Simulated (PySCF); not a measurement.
Stepwise substitution at one centre (Si C2H5-I). All species are isolated molecules in the gas phase. One relaxed conformer stands for each flexible species; it need not be the lowest. Strings in code marks are SMILES.

The numbers are results of M06-2X/def2-TZVP // B3LYP-D3(BJ)/def2-SVP in PySCF, not measurements. Excitations are Tamm–Dancoff values on a coarser integration grid. The basis has no diffuse functions, so Rydberg states are missing or too high.

```
species                                                                                     HOMO–LUMO gap (eV)  S1 excitation (TDA) (eV)  HOMO (eV)  S1 oscillator strength
------------------------------------------------------------------------------------------  ------------------  ------------------------  ---------  ----------------------
0 of 4 C2H5 replaced by I (`C(C)[Si](CC)(CC)CC`)                                                         10.33                       [?]      -8.82                   0.022
1 of 4 C2H5 replaced by I                                                                                  [?]                       [?]        [?]                   0.014
2 of 4 C2H5 replaced by I (`CC[Si](I)(I)CC` (C–C–Si–I torsion -59°, I–Si–C–C torsion 59°))                8.16                      5.36      -8.48                     [?]
3 of 4 C2H5 replaced by I (`CC[Si](I)(I)I` (C–C–Si–I torsion 180°))                                       7.29                      4.55      -8.65                   0.000
4 of 4 C2H5 replaced by I (`I[Si](I)(I)I`)                                                                6.62                      4.02      -8.89                   0.000
```

### Question
Complete the blanks.

### Answer

- 0 of 4 C2H5 replaced by I (`C(C)[Si](CC)(CC)CC`), S1 excitation (TDA) (eV): 7.76
- 1 of 4 C2H5 replaced by I, HOMO–LUMO gap (eV): 9.17
- 1 of 4 C2H5 replaced by I, S1 excitation (TDA) (eV): 6.05
- 1 of 4 C2H5 replaced by I, HOMO (eV): -8.31
- 2 of 4 C2H5 replaced by I (`CC[Si](I)(I)CC` (C–C–Si–I torsion -59°, I–Si–C–C torsion 59°)), S1 oscillator strength: 0.059
